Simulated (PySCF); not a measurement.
**C₆ coefficients of unlike pairs at PBE**

Calculated with PySCF 2.14 from the dipole response of each species, C₆(A,B) = (3/π) ∫ α_A(iu) α_B(iu) du, in atomic units, from isotropic polarisabilities. For ions this is the dispersion term alone; charge-induced terms of lower order in 1/R come first.

```
species      configuration                                      basis      relativity  α (bohr³)  C₆ (like pair)
     Sc  [Ar] 3d1 4s2 (2D)                   aug-cc-pVTZ (8s7p5d3f2g)            none      126.5            1552
   Cl³⁺  [Ne] 3s2 3p2 (3P)                  aug-cc-pVTZ-DK (6s5p3d2f)   spin-free X2C      4.293           11.63
   Cd³⁺      [Kr] 4d9 (2D)  aug-cc-pwCVDZ-PP with ECP28MDF (6s6p5d3f)  core potential      3.642           16.09
    V³⁺      [Ar] 3d2 (3F)                aug-cc-pwCVTZ (10s9p7d4f3g)            none      2.280           5.856
```

(1) Estimate C₆ for Cl³⁺ with Sc.

No spin-orbit coupling is included.

The other pairs:

```tsv
pair	C₆
V³⁺, Cd³⁺	9.702
V³⁺, Sc	56.26
V³⁺, Cl³⁺	7.845
Cd³⁺, Cl³⁺	12.91
Cd³⁺, Sc	91.04
```

Answers

(1) The integral gives 97.32. The combination rule 2 C_A C_B / (C_A α_B/α_A + C_B α_A/α_B) gives 91.30 and the geometric mean 134.3.
